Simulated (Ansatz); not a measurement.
A nudged elastic band was laid between two geometries of AlH9N2Si2 (14 atoms, charge 0, multiplicity 1).

Method: RKS PBE/6-31G (Ansatz 0.2.0).

- movable images: 7
- climbing image: yes
- spring: 5.0 eV/Å²
- optimiser: quadratic models (default)
- start path: IDPP
- force threshold: 0.05 eV/Å
- iteration limit: 36
- end points: relaxed

Initial state:

```xyz
14
Properties=species:S:1:pos:R:3
N -2.112 1.666 0.593
Al -0.689 0.732 1.191
N 0.337 -0.246 0.030
Si -0.016 -0.337 -1.735
Si 1.763 -1.164 0.645
H -2.429 1.714 -0.373
H -2.701 2.219 1.214
H -0.326 0.764 2.756
H -0.262 -1.769 -2.184
H 1.131 0.209 -2.568
H -1.258 0.480 -2.035
H 1.880 -0.934 2.137
H 3.048 -0.709 -0.028
H 1.621 -2.655 0.384
```

Final state:

```xyz
14
Properties=species:S:1:pos:R:3
N -1.702 2.132 0.365
Al -0.315 1.163 0.989
N 0.301 -0.287 0.052
Si -0.438 -0.820 -1.503
Si 1.701 -1.237 0.680
H -2.213 1.954 -0.498
H -2.069 2.943 0.863
H 0.379 1.582 2.375
H -0.923 -2.258 -1.426
H 0.549 -0.734 -2.657
H -1.623 0.071 -1.820
H 1.317 -2.683 0.946
H 2.171 -0.606 1.973
H 2.852 -1.249 -0.311
```

(1) Which bonds break or form, and what moves?

(2) Give the energies along the band, and the barrier.

(3) What is the geometry of the highest image?

(4) What are the harmonic wavenumbers there?

The band took 4 iterations and of the order of 3 core-minutes.

## Answers

(1) No bond is made or broken. The dihedral Al2–N3–Si5–H12 goes from -1 to 119°. The two ends are copies of one structure, up to a mirror image or an exchange of like atoms.

(2) The run converged. The highest image is number 4 of 0 to 8, 0.9 kcal/mol above the ends, which have the same energy within 2 meV. A vibrational analysis at the climbing image gives one clearly imaginary mode, 101i cm⁻¹: a first-order saddle point. Limits of this set-up: no polarisation functions.

```
image  path coordinate (Å)  energy (kcal/mol)  dihedral Al2–N3–Si5–H12 (°)
    0                 0.00                0.0                           -1
    1                 0.60                0.1                           15
    2                 1.20                0.4                           30
    3                 1.80                0.7                           46
    4                 2.40                0.9                           60
    5                 3.00                0.8                           74
    6                 3.60                0.4                           89
    7                 4.19                0.1                          104
    8                 4.79                0.0                          119
```

(3) 
```xyz
14
Properties=species:S:1:pos:R:3
N -1.794 2.062 0.422
Al -0.405 1.084 1.024
N 0.305 -0.286 0.037
Si -0.339 -0.749 -1.578
Si 1.709 -1.209 0.702
H -2.271 1.934 -0.469
H -2.197 2.828 0.962
H 0.240 1.415 2.460
H -0.811 -2.193 -1.619
H 0.686 -0.575 -2.686
H -1.525 0.145 -1.890
H 1.375 -1.881 2.022
H 2.918 -0.320 0.936
H 2.098 -2.284 -0.294
```

(4) 101i, 51, 70, 125, 180, 206, 231, 347, 429, 486, 560, 618, 622, 635, 635, 665, 775, 791, 877, 879, 882, 902, 906, 915, 928, 949, 1582, 1864, 2080, 2092, 2093, 2100, 2109, 2118, 3512, 3625 cm⁻¹.

The run took 3 min on 1 thread of Arm Neoverse V1 (shared host), peak memory 0.14 GiB.
